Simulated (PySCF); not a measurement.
AlB₂H₅N, CH₄AlB₂, Al₂BH₃N (calculated)

Calculation on a computer-drawn molecule: the log of a Hartree-Fock and frozen-core CCSD(T) single point meant for a local Hartree-Fock minimum, with one planted fault or none, to be diagnosed. Offsets are logged minus clean, where the clean run is the same molecule without the fault. The reference is restricted for singlets and unrestricted otherwise, and also for a bond in bohr or an excited solution. Adding or removing an electron swaps singlet and doublet. The excited solution moves the top pair (singlet) or top alpha electron (doublet) to the lowest empty orbital. Highest occupied and lowest empty are orbital energies over both spins, largest force is the largest gradient component, triples share is (T) over the correlation energy, the T1 limit is 0.02 restricted and 0.045 unrestricted, electrons count all cores, a negative frequency is imaginary (commonest isotopes), and the dipole is about the centre of nuclear charge. Program: PySCF 2.14.0.

Common to all runs: meant charge 0; meant multiplicity 2; meant basis cc-pV(D+d)Z; logged SCF converged yes; possible faults no fault, one electron removed, one electron added, multiplicity raised by two, geometry at a saddle point, SCF held on an excited solution, minimal basis STO-3G, one bond length entered in bohr, all coordinates scaled.

```json
{"entry": 1, "formula": "AlB2H5N", "logged_structure": {"atoms_angstrom": [["B", -1.0079, -2.0067, -1.7495], ["Al", 0.2682, -0.4142, -1.4442], ["B", 0.2907, 0.7233, 0.401], ["N", 1.1629, 1.7944, 0.5801], ["H", -1.7475, -2.9256, -1.9197], ["H", 1.2343, -0.0883, -2.6718], ["H", -0.4391, 0.4794, 1.333], ["H", 1.195, 2.3364, 1.4204], ["H", 1.8177, 2.1019, -0.109]]}, "given": {"logged_electrons": 35, "logged_basis_functions": 29, "logged_spin_squared": 0.7652, "logged_highest_occupied [eV]": -5.241, "logged_lowest_empty [eV]": 7.2746, "logged_largest_force [hartree/bohr]": 0.03705, "logged_T1_diagnostic": 0.020974, "logged_D1_diagnostic": 0.082068, "logged_triples_share": 0.020349, "logged_CC_converged": "yes", "logged_dipole_magnitude [debye]": 1.9791, "logged_SCF_stable_within_its_kind": "yes", "logged_energy_HF [hartree]": -344.30413, "logged_energy_CCSD(T) [hartree]": -344.49359, "drawn_bonds_atom": [1, 2, 3, 1, 2, 3, 4, 4], "drawn_bonds_other_atom": [2, 3, 4, 5, 6, 7, 8, 9], "drawn_bonds_order": [1, 1, 1, 1, 1, 1, 1, 1]}, "results": {"planted_fault": "minimal basis STO-3G", "HF_energy_offset_from_clean_run [kcal/mol]": 2692, "CCSD(T)_energy_offset_from_clean_run [kcal/mol]": 2850}}
{"entry": 2, "formula": "CH4AlB2", "logged_structure": {"atoms_angstrom": [["B", -0.3204, -0.5163, -3.1137], ["Al", -1.5478, -2.0737, -2.5234], ["C", -2.3237, -2.2178, -0.7531], ["B", -1.9944, -1.1935, 0.096], ["H", 0.3881, 0.3675, -3.4801], ["H", -1.8508, -3.1934, -3.6001], ["H", -3.5106, -3.8451, -0.3832], ["H", -1.6472, -0.2678, 0.7351]]}, "given": {"logged_electrons": 33, "logged_basis_functions": 85, "logged_spin_squared": 1.5295, "logged_highest_occupied [eV]": -8.0176, "logged_lowest_empty [eV]": 0.26775, "logged_largest_force [hartree/bohr]": 0.019331, "logged_T1_diagnostic": 0.062128, "logged_D1_diagnostic": 0.26841, "logged_triples_share": 0.046311, "logged_CC_converged": "yes", "logged_dipole_magnitude [debye]": 1.7931, "logged_SCF_stable_within_its_kind": "yes", "logged_energy_HF [hartree]": -331.22643, "logged_energy_CCSD(T) [hartree]": -331.6113, "drawn_bonds_atom": [1, 2, 3, 1, 2, 3, 4], "drawn_bonds_other_atom": [2, 3, 4, 5, 6, 7, 8], "drawn_bonds_order": [1, 1, 2, 1, 1, 1, 1]}, "results": {"planted_fault": "one bond length entered in bohr, row 6 of the drawn bonds", "HF_energy_offset_from_clean_run [kcal/mol]": 83.03, "CCSD(T)_energy_offset_from_clean_run [kcal/mol]": 86.33}, "notes": ["T1 above single-reference limit"]}
{"entry": 3, "formula": "AlB2H5N", "logged_structure": {"atoms_angstrom": [["B", 0.874, -1.0649, -2.6458], ["Al", -0.3582, 0.2524, -1.6578], ["N", -0.549, 1.9318, -2.3039], ["B", 0.0833, 2.4446, -3.449], ["H", 1.5889, -1.8374, -3.1979], ["H", -1.1535, -0.1391, -0.3518], ["H", -1.1513, 2.5789, -1.8265], ["H", 0.8253, 1.7297, -4.0814], ["H", -0.0976, 3.5782, -3.8127]]}, "given": {"logged_electrons": 35, "logged_basis_functions": 90, "logged_spin_squared": 0.7622, "logged_highest_occupied [eV]": -7.945, "logged_lowest_empty [eV]": 0.27101, "logged_largest_force [hartree/bohr]": 0.0085757, "logged_dipole_magnitude [debye]": 1.0087, "logged_SCF_stable_within_its_kind": "no", "logged_energy_HF [hartree]": -348.62218, "drawn_bonds_atom": [1, 2, 3, 1, 2, 3, 4, 4], "drawn_bonds_other_atom": [2, 3, 4, 5, 6, 7, 8, 9], "drawn_bonds_order": [1, 1, 1, 1, 1, 1, 1, 1]}, "results": {"planted_fault": "SCF held on an excited solution", "HF_energy_offset_from_clean_run [kcal/mol]": 9.203}, "notes": ["coupled-cluster numbers left out as unreliable"]}
{"entry": 4, "formula": "AlB2H5N", "logged_structure": {"atoms_angstrom": [["B", 0.874, -1.0649, -2.6458], ["Al", -1.4544, 1.4245, -0.7788], ["N", -1.6453, 3.1038, -1.4249], ["B", -1.013, 3.6166, -2.57], ["H", 1.5889, -1.8374, -3.1979], ["H", -2.2498, 1.033, 0.5272], ["H", -2.2476, 3.7509, -0.9475], ["H", -0.271, 2.9018, -3.2024], ["H", -1.1939, 4.7503, -2.9337]]}, "given": {"logged_electrons": 35, "logged_basis_functions": 90, "logged_spin_squared": 1.2456, "logged_highest_occupied [eV]": -7.5338, "logged_lowest_empty [eV]": 1.2779, "logged_largest_force [hartree/bohr]": 0.012536, "logged_T1_diagnostic": 0.075472, "logged_D1_diagnostic": 0.34553, "logged_triples_share": 0.025918, "logged_CC_converged": "yes", "logged_dipole_magnitude [debye]": 1.285, "logged_SCF_stable_within_its_kind": "yes", "logged_energy_HF [hartree]": -348.53962, "logged_energy_CCSD(T) [hartree]": -348.96947, "drawn_bonds_atom": [1, 2, 3, 1, 2, 3, 4, 4], "drawn_bonds_other_atom": [2, 3, 4, 5, 6, 7, 8, 9], "drawn_bonds_order": [1, 1, 1, 1, 1, 1, 1, 1]}, "results": {"planted_fault": "one bond length entered in bohr, row 1 of the drawn bonds", "HF_energy_offset_from_clean_run [kcal/mol]": 61.01, "CCSD(T)_energy_offset_from_clean_run [kcal/mol]": 65.03}, "notes": ["T1 above single-reference limit"]}
{"entry": 5, "formula": "AlB2H5N", "logged_structure": {"atoms_angstrom": [["B", 0.874, -1.0649, -2.6458], ["Al", -0.3582, 0.2524, -1.6578], ["N", -0.549, 1.9318, -2.3039], ["B", 0.0833, 2.4446, -3.449], ["H", 1.5889, -1.8374, -3.1979], ["H", -1.1535, -0.1391, -0.3518], ["H", -1.1513, 2.5789, -1.8265], ["H", 0.8253, 1.7297, -4.0814], ["H", -0.0976, 3.5782, -3.8127]]}, "given": {"logged_electrons": 35, "logged_basis_functions": 29, "logged_spin_squared": 0.7661, "logged_highest_occupied [eV]": -5.853, "logged_lowest_empty [eV]": 7.1605, "logged_largest_force [hartree/bohr]": 0.037131, "logged_T1_diagnostic": 0.020208, "logged_D1_diagnostic": 0.076931, "logged_triples_share": 0.022204, "logged_CC_converged": "yes", "logged_dipole_magnitude [debye]": 2.0285, "logged_SCF_stable_within_its_kind": "yes", "logged_energy_HF [hartree]": -344.37367, "logged_energy_CCSD(T) [hartree]": -344.56566, "drawn_bonds_atom": [1, 2, 3, 1, 2, 3, 4, 4], "drawn_bonds_other_atom": [2, 3, 4, 5, 6, 7, 8, 9], "drawn_bonds_order": [1, 1, 1, 1, 1, 1, 1, 1]}, "results": {"planted_fault": "minimal basis STO-3G", "HF_energy_offset_from_clean_run [kcal/mol]": 2675, "CCSD(T)_energy_offset_from_clean_run [kcal/mol]": 2828}}
{"entry": 6, "formula": "Al2BH3N", "logged_structure": {"atoms_angstrom": [["B", 0.7163, 0.4119, 1.564], ["Al", -1.0488, -0.4079, 0.8399], ["N", -1.1798, -0.9953, -0.807], ["Al", -1.5691, -2.0701, -3.6684], ["H", 1.7274, 0.8834, 1.987], ["H", -2.2607, -0.4661, 1.8691], ["H", -1.7481, -2.6078, -5.1158]]}, "given": {"logged_electrons": 41, "logged_basis_functions": 89, "logged_spin_squared": 2.1966, "logged_highest_occupied [eV]": -7.0621, "logged_lowest_empty [eV]": 0.59242, "logged_largest_force [hartree/bohr]": 0.065806, "logged_T1_diagnostic": 0.07806, "logged_D1_diagnostic": 0.31027, "logged_triples_share": 0.025223, "logged_CC_converged": "yes", "logged_dipole_magnitude [debye]": 2.8657, "logged_SCF_stable_within_its_kind": "yes", "logged_energy_HF [hartree]": -564.51759, "logged_energy_CCSD(T) [hartree]": -564.86004, "drawn_bonds_atom": [1, 2, 3, 1, 2, 4], "drawn_bonds_other_atom": [2, 3, 4, 5, 6, 7], "drawn_bonds_order": [1, 1, 2, 1, 1, 1]}, "results": {"planted_fault": "one bond length entered in bohr, row 3 of the drawn bonds", "HF_energy_offset_from_clean_run [kcal/mol]": 70.58, "CCSD(T)_energy_offset_from_clean_run [kcal/mol]": 106.1}, "notes": ["T1 above single-reference limit"]}
```
